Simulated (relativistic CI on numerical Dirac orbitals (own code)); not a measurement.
## Hyperfine structure of Eu57+, mass number 153

Method of calculation: Dirac-Coulomb-Breit CI, separate exchange-only KLI orbitals for each configuration, model QED, unscaled Slater integrals (own radial code, finite nucleus).

CI space (outside the closed core 1s2): 2s2.2p2, 2s.2p3, 2p4, 2p3.3s, 2p3.3p, 2p3.3d, 2s2.2p.3s, 2s2.2p.3p, 2s2.2p.3d, 2s.2p2.3s, 2s.2p2.3p, 2s.2p2.3d, 2s2.2p.4s, 2s2.2p.4p, 2s2.2p.4d, 2s2.2p.4f. Levels of other configurations are missing.

Nuclear spin I = 5/2, μ = 1.5294 μN, Q = 2.41 b (tables of Stone and Pyykkö). The electronic factors are computed for point nuclear moments, without core polarisation or the Bohr-Weisskopf and QED corrections.

```json
{"Level": "2s2.2p2 3P_1", "E (eV)": "673.14", "A (GHz)": "-186.2", "B (GHz)": "1180"}
{"Level": "2s2.2p2 1D_2", "E (eV)": "690.66", "A (GHz)": "804.7", "B (GHz)": "2150"}
{"Level": "2s2.2p2 3P_2", "E (eV)": "1380.48", "A (GHz)": "315.2", "B (GHz)": "193"}
{"Level": "2s.2p3 3D°_3", "E (eV)": "1598.41", "A (GHz)": "1788", "B (GHz)": "-6"}
{"Level": "2s.2p3 1D°_2", "E (eV)": "1675.36", "A (GHz)": "-95.78", "B (GHz)": "-361"}
{"Level": "2s.2p3 3P°_1", "E (eV)": "1678.58", "A (GHz)": "4220", "B (GHz)": "507"}
{"Level": "2p4 3P_2", "E (eV)": "1924.87", "A (GHz)": "301.8", "B (GHz)": "182"}
```

Levels with J = 0, under 50 % of one LS term, or S terms without an open s electron are left out. Small factors come from cancelling terms and can be off by tens of per cent or more.

At this charge energies of transitions that change n are usually good to better than 1 %, and those within a shell (Δn = 0) to a few per cent.

Task: Give the hyperfine levels of 2s2.2p2 1D_2 relative to its centre of gravity.

Result: With K = F(F + 1) − I(I + 1) − J(J + 1), E = AK/2 + B[¾K(K + 1) − I(I + 1)J(J + 1)]/[2I(2I − 1)J(2J − 1)]: F = 1/2: -4125, F = 3/2: -3887, F = 5/2: -2953, F = 7/2: -513.1, F = 9/2: 4562 GHz.

LS names give the leading component of a level, which can be under half, so a name can repeat, a term be missing and a line seem to break the LS rules.
